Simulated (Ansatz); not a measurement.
Consider the redistribution: `C[SiH](Cl)N[SiH2]Cl` + `[AlH2][SH]` → `C[SiH](S)Cl` + `[AlH2][NH][SiH2]Cl`.

Calculated with Ansatz (gas phase, PBE0-D4/def2-TZVP geometries, no zero-point term in ΔE). CBS: MP2 limit from def2 TZ/QZ plus the TZ coupled-cluster correction, frozen cores. This one scheme is used for every species. DFT in def2-TZVPP. B3LYP here is the variant with VWN-RPA as its local correlation; programs differ in this. One conformer a species, not always the lowest.

```
             level  ΔE (kJ/mol)
           PBE0-D4         22.9
           ωB97X-V         22.9
             B3LYP         18.5
CCSD(T)/def2-TZVPP         22.6
```

Q: What does CCSD(T)/CBS give? (An estimate is asked.)

A: Ansatz gave: +22.6 kJ/mol. The listed levels differ from it by 0.3, 0.3, -4.1, 0.0 kJ/mol.

Largest T1 diagnostic among the species: 0.011.

From PBE to PBE0 (25 % exact exchange), in def2-TZVPP and without D4, ΔE moves by +3.5 kJ/mol. The D4 term adds +4.6 kJ/mol with B3LYP and +3.1 kJ/mol with PBE0; it sums over pairs of atoms, weighted by their polarisabilities, and B3LYP, whose exchange is more repulsive, gets the larger term.
